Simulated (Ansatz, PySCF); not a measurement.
Gas-phase reaction (SMILES): [F][Al]([F])[F] + Cl (HCl) -> [F][Al]([F])[Cl] + F (HF); hydrogen chloride cleaves one Al-F bond, a model of a ligand-exchange step.

Structures are relaxed separately at B3LYP-D3(BJ)/def2-TZVP in Ansatz (a quantum-chemistry and plane-wave program). Cores are frozen in the correlated levels unless marked. No spin-orbit coupling. Non-relativistic. CBS marks a two-point X^-3 extrapolation of the correlation energy; Hartree-Fock from the larger set. Thermal terms are rigid-rotor harmonic-oscillator values from B3LYP-D3(BJ) frequencies (Ansatz or PySCF) at 298.15 K and 1 atm. 1 Eh = 627.5095 kcal/mol.

```csv
species,"E, CCSD(T)/CBS(cc-pV(T+d)Z,cc-pV(Q+d)Z) (Ansatz) (Eh)","E, B3LYP-D3(BJ)/def2-TZVPD (Ansatz + dftd3) (Eh)",H - E (Eh)
[F][Al]([F])[F],-541.61942,-542.36373,0.01309
Cl (HCl),-460.37849,-460.83744,0.01000
[F][Al]([F])[Cl],-901.59838,-902.69885,0.01240
F (HF),-100.39146,-100.49389,0.01259
```

Work out ΔE and ΔH at 298.15 K at the first level, then ΔH at the second.


1. ΔE = [(-901.59838) + (-100.39146)] - [(-541.61942) + (-460.37849)] = 0.00807 Eh = 5.1 kcal/mol at CCSD(T)/CBS(cc-pV(T+d)Z,cc-pV(Q+d)Z).
2. The terms H - E add up to 0.00190 Eh, so ΔH = (0.00807 + (0.00190))×627.5095 = 6.3 kcal/mol.
3. At B3LYP-D3(BJ)/def2-TZVPD the same steps give ΔE = 5.3 and ΔH = 6.5 kcal/mol, a shift of +0.2 from the first level.
4. These values are not checked against measurement here, since the tables used lack a sound gas-phase enthalpy of formation for at least one species.
